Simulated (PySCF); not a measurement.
C6H10, SMILES CC=C=CCC.

Coordinates come from a PBE0-D3(BJ)/def2-SVP optimisation. The structure was generated by enumeration; whether it is a known compound was not checked. Other conformers were not sampled.

All values below come from PBE/def2-TZVP (PySCF).

The molecule is in vacuum.

Problem. Estimate the frontier levels, gap, dipole moment and polarisability. (An estimate is asked for; the answer gives what the named calculation found.)

Solution. 
```json
{
  "highest_occupied_level": "-5.90 eV",
  "lowest_empty_level": "-0.46 eV",
  "orbital_gap": "5.45 eV",
  "dipole_moment": "0.27 D",
  "quadrupole, principal values (traceless, Buckingham form, about the centre of nuclear charge)": "-2.57, -1.83, 4.40 D·Å",
  "mean_static_polarisability": "81.0 bohr³ (12.01 Å³)",
  "polarisability_principal_values": "60.1, 63.1, 119.8 bohr³"
}
```
